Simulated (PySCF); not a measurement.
Ag²⁹⁺ (silver, charge +29): Hartree-Fock from Schrödinger to Dirac-Coulomb-Breit

Occupied: 1s1/2, 2s1/2, 2p1/2, 2p3/2, 3s1/2, 3p1/2, 3p3/2. Hartree-Fock calculated with PySCF 2.14 in an uncontracted even-tempered set (18 s from 2 bohr⁻², ratio 2.7; 13 p from 2.4 bohr⁻², ratio 2.7), Gaussian nucleus throughout. NR is non-relativistic, sf-X2C the spin-free one-electron X2C Hamiltonian, X2C adds the bare one-electron spin-orbit term, X2C-SNSO screens it by Boettger's factors, DC is four-component Dirac-Coulomb, and the Gaunt and Breit terms are added at first order (total energies over the DC spinors, levels after relaxing the spinors in that mean field). QED terms are absent. Levels marked empty are virtual spinors of this ion; the basis has s and p functions only, so 3d, which can lie below the n = 4 levels, is absent.

| level (eV) | NR | sf-X2C | X2C | X2C-SNSO |
| --- | --- | --- | --- | --- |
| 1s1/2 | -26280.8 | -27064.9 | -27063.1 | -27063.3 |
| 2s1/2 | -5048.3 | -5249.1 | -5248.6 | -5248.7 |
| 2p1/2 | -4794.4 | -4851.2 | -4980.5 | -4974.6 |
| 2p3/2 | -4794.4 | -4851.2 | -4792.0 | -4794.4 |
| 3s1/2 | -1844.2 | -1898.7 | -1898.6 | -1898.6 |
| 3p1/2 | -1741.6 | -1761.3 | -1790.8 | -1789.5 |
| 3p3/2 | -1741.6 | -1761.3 | -1747.7 | -1748.2 |
| 4s1/2 (empty) | -885.81 | -905.28 | -905.25 | -905.25 |
| 4p1/2 (empty) | -850.23 | -858.24 | -868.12 | -867.68 |
| 4p3/2 (empty) | -850.23 | -858.24 | -853.70 | -853.89 |

Q: Where do the four-component calculations put these levels?

A: 1s1/2: DC -27084.0, DC+Gaunt -27027.4, DC+Breit -27031.5; 2s1/2: DC -5251.0, DC+Gaunt -5245.6, DC+Breit -5245.9; 2p1/2: DC -4975.3, DC+Gaunt -4966.3, DC+Breit -4967.2; 2p3/2: DC -4796.3, DC+Gaunt -4789.9, DC+Breit -4790.8; 3s1/2: DC -1899.1, DC+Gaunt -1897.9, DC+Breit -1898.1; 3p1/2: DC -1789.6, DC+Gaunt -1787.6, DC+Breit -1787.9; 3p3/2: DC -1748.6, DC+Gaunt -1747.2, DC+Breit -1747.5; 4s1/2 (empty): DC -905.41, DC+Gaunt -905.00, DC+Breit -905.05; 4p1/2 (empty): DC -867.72, DC+Gaunt -867.03, DC+Breit -867.14; 4p3/2 (empty): DC -854.00, DC+Gaunt -853.51, DC+Breit -853.62 (eV).

```json
{"Hamiltonian": "NR", "E (hartree)": "-4610.4864", "E − E(DC) (hartree)": "116.7517", "CPU seconds": "0.44"}
{"Hamiltonian": "sf-X2C", "E (hartree)": "-4725.0395", "E − E(DC) (hartree)": "2.1986", "CPU seconds": "0.32"}
{"Hamiltonian": "X2C", "E (hartree)": "-4726.1220", "E − E(DC) (hartree)": "1.1161", "CPU seconds": "0.32"}
{"Hamiltonian": "X2C-SNSO", "E (hartree)": "-4726.0294", "E − E(DC) (hartree)": "1.2087", "CPU seconds": "0.31"}
{"Hamiltonian": "DC", "E (hartree)": "-4727.2381", "E − E(DC) (hartree)": "0.0000", "CPU seconds": "15"}
{"Hamiltonian": "DC+Gaunt", "E (hartree)": "-4723.5072", "E − E(DC) (hartree)": "3.7310", "CPU seconds": "26"}
{"Hamiltonian": "DC+Breit", "E (hartree)": "-4723.8673", "E − E(DC) (hartree)": "3.3708", "CPU seconds": "75"}
```

Weight of the small component: 1s1/2 0.0296, 2s1/2 0.00636, 2p1/2 0.00631, 2p3/2 0.00607, 3s1/2 0.00220, 3p1/2 0.00213, 3p3/2 0.00208, 4s1/2 0.000951, 4p1/2 0.000940, 4p3/2 0.000914.

Koopmans' value for the highest occupied level at DC+Breit: 1747.5 eV, against an ionisation energy of 1747 ± 5 eV (semi-empirical (NIST evaluation); NIST Atomic Spectra Database, ionization energies); the former lacks relaxation, correlation, QED and recoil.

The whole ladder took 120 s of wall time on 1 thread of Neoverse-N1 (shared host), launched as `OMP_NUM_THREADS=1 python relrun2.py TASK.json OUT` (a driver that calls PySCF for each Hamiltonian).
